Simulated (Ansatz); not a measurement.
Species: BH₂S₂, charge 0, doublet. BH2S2 (SMILES B([S])S, doublet).
B3LYP-D3(BJ)/def2-TZVP minimum from Ansatz (a first-principles code):
```
B
H 1 1.1936
S 1 1.7526 2 115.87
S 1 1.8018 2 119.75 3 180.00
H 4 1.3430 1 96.63 2 0.00
```
Charge 0, spin multiplicity 2.

Total energies in hartree (Ansatz). UHF or UKS for unpaired electrons; spin-orbit terms are left out. Cores are frozen in correlated methods. No relativity. Where a partner has so few electrons that a lower coupled-cluster level is exact, that level stands in.

```csv
species,HF/cc-pV(T+d)Z,CCSD(T)/cc-pV(T+d)Z,HF/cc-pV(Q+d)Z,CCSD(T)/cc-pV(Q+d)Z,CCSD(T)/cc-pV(D+d)Z,CCSDT(Q)/cc-pV(D+d)Z
"1: BH2S2 (SMILES [S]BS, doublet)",-820.98959,-821.47794,-820.99789,-821.51885,-821.33953,-821.34180
2: B (doublet),-24.53207,-24.59810,-24.53297,-24.60084,-24.58941,-24.58977
3: H (doublet),-0.49981,-0.49981,-0.49995,-0.49995,-0.49928,-0.49928
4: S (triplet),-397.50938,-397.65444,-397.51264,-397.66785,-397.60412,-397.60456
```

Q: Work out the atomisation energy (electronic, to ground-state atoms) in kJ/mol: take Hartree-Fock from cc-pV(Q+d)Z, extrapolate the CCSD(T) correlation energy as X^-3 (X = 3, 4), and add CCSDT(Q) - CCSD(T) in cc-pV(D+d)Z. 1 hartree = 2625.5 kJ/mol.

A: 
Species 1: correlation (64·(-0.52096) - 27·(-0.48835))/37 = -0.54476; step -0.00227; E1 = -820.99789 + (-0.54476) + (-0.00227) = -821.54492
Species 2: correlation (64·(-0.06787) - 27·(-0.06603))/37 = -0.06921; step -0.00036; E2 = -24.53297 + (-0.06921) + (-0.00036) = -24.60254
Species 3: correlation (64·(0.00000) - 27·(0.00000))/37 = 0.00000; step +0.00000; E3 = -0.49995 + (0.00000) + (+0.00000) = -0.49995
Species 4: correlation (64·(-0.15521) - 27·(-0.14506))/37 = -0.16262; step -0.00044; E4 = -397.51264 + (-0.16262) + (-0.00044) = -397.67570
-1·E1 +1·E2 +2·E3 +2·E4 = 0.59108 hartree = 1551.9 kJ/mol.
